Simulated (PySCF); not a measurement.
CH7NOSi. Atoms are numbered in the order given.

```xyz
11

Si     0.4770     0.5230     0.0000
N     -0.3954     2.0026     0.0000
O     -0.5365    -0.8086     0.0000
C     -0.0907    -2.1416     0.0000
H      1.3220     0.4808    -1.2295
H      1.3220     0.4808     1.2295
H     -0.8950     2.2934     0.8352
H     -0.8950     2.2934    -0.8352
H      0.5181    -2.3790    -0.8945
H      0.5181    -2.3790     0.8945
H     -0.9648    -2.8123     0.0000
```

Coordinates come from a B3LYP-D3(BJ)/def2-SVP optimisation. One conformer was computed; it need not be the lowest.

Method: HF/pcSseg-1 (PySCF).

GIAO shieldings, no solvent; atoms alike by connectivity are averaged. δ = σ(ref) − σ: ²⁹Si against TMS (σ = 393.8 ppm); ¹⁵N against NH3 (σ = 267.3 ppm); ¹⁷O against H2O (σ = 333.0 ppm); ¹³C against TMS (σ = 192.6 ppm); ¹H against TMS (σ = 31.99 ppm), references at their B3LYP-D3(BJ)/def2-TZVP geometries, non-relativistic.

```json
[
 {"atoms": "Si1", "nucleus": "²⁹Si", "count": "1", "δ (ppm)": "-33.2"},
 {"atoms": "N2", "nucleus": "¹⁵N", "count": "1", "δ (ppm)": "19.6"},
 {"atoms": "O3", "nucleus": "¹⁷O", "count": "1", "δ (ppm)": "0.5"},
 {"atoms": "C4", "nucleus": "¹³C", "count": "1", "δ (ppm)": "(withheld)"},
 {"atoms": "H5, H6", "nucleus": "¹H", "count": "2", "δ (ppm)": "(withheld)"},
 {"atoms": "H9, H10, H11", "nucleus": "¹H", "count": "3", "δ (ppm)": "(withheld)"},
 {"atoms": "H7, H8", "nucleus": "¹H", "count": "2", "δ (ppm)": "1.37"}
]
```

Task: Some entries are withheld; supply them. (The exact figures need the calculation; the answer reports its results.)

Result: 
- H9, H10, H11, δ (ppm): 3.67
- H5, H6, δ (ppm): 4.31
- C4, δ (ppm): 48.1
